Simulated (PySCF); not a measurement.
Correlation energy of Ru⁺ (ruthenium, charge +1)

[Kr] 4d6 5s1, high-spin 6D determinant (an excited configuration). Computed with PySCF 2.14 in x2c-TZVPPall with one added diffuse shell each of s, p, d, f type (9s7p7d3f1g, 95 functions), with scalar relativity by spin-free X2C-1e. Frozen: [Kr]; 7 electrons correlated.

```
  level  correlation energy (mhartree)
   CCSD                        -136.95
    (T)                          -3.55
CCSD(T)                        -140.50
```

Diagnostics: T1 = 0.0073, D1 = 0.0243, largest double amplitude 0.026.

Cost of the coupled-cluster step: about 8 core-seconds, for 7 correlated electrons.

Iterations:

```
CC2 = 0
CCSD nocc = (np.int64(6), np.int64(1)), nmo = (77, 77)
frozen orbitals [[0, 1, 2, 3, 4, 5, 6, 7, 8, 9, 10, 11, 12, 13, 14, 15, 16, 17], [0, 1, 2, 3, 4, 5, 6, 7, 8, 9, 10, 11, 12, 13, 14, 15, 16, 17]]
max_cycle = 100
direct = 0
conv_tol = 1e-08
conv_tol_normt = 1e-06
diis_space = 8
diis_start_cycle = 0
Init t2, MP2 energy = -0.1314022343866
Init E_corr(UCCSD) = -0.131402234389037
cycle = 1  E_corr(UCCSD) = -0.135888753008511  dE = -0.00448651862  norm(t1,t2) = 0.0233722
cycle = 2  E_corr(UCCSD) = -0.136602194947175  dE = -0.000713441939  norm(t1,t2) = 0.00843595
cycle = 3  E_corr(UCCSD) = -0.136951581706954  dE = -0.00034938676  norm(t1,t2) = 0.0037211
cycle = 4  E_corr(UCCSD) = -0.136945894183667  dE = 5.68752329e-06  norm(t1,t2) = 0.00068669
cycle = 5  E_corr(UCCSD) = -0.136949524741063  dE = -3.6305574e-06  norm(t1,t2) = 0.000233413
cycle = 6  E_corr(UCCSD) = -0.13695269992014  dE = -3.17517908e-06  norm(t1,t2) = 6.56287e-05
cycle = 7  E_corr(UCCSD) = -0.136952461796181  dE = 2.38123959e-07  norm(t1,t2) = 1.67101e-05
cycle = 8  E_corr(UCCSD) = -0.136952346214654  dE = 1.15581528e-07  norm(t1,t2) = 4.30965e-06
cycle = 9  E_corr(UCCSD) = -0.136952348796641  dE = -2.58198743e-09  norm(t1,t2) = 1.12469e-06
cycle = 10  E_corr(UCCSD) = -0.13695235129097  dE = -2.49432919e-09  norm(t1,t2) = 3.29916e-07
UCCSD converged
E(UCCSD) = -4527.881961142259  E_corr = -0.1369523512909704
UCCSD(T) correction = -0.00355303272253064
```
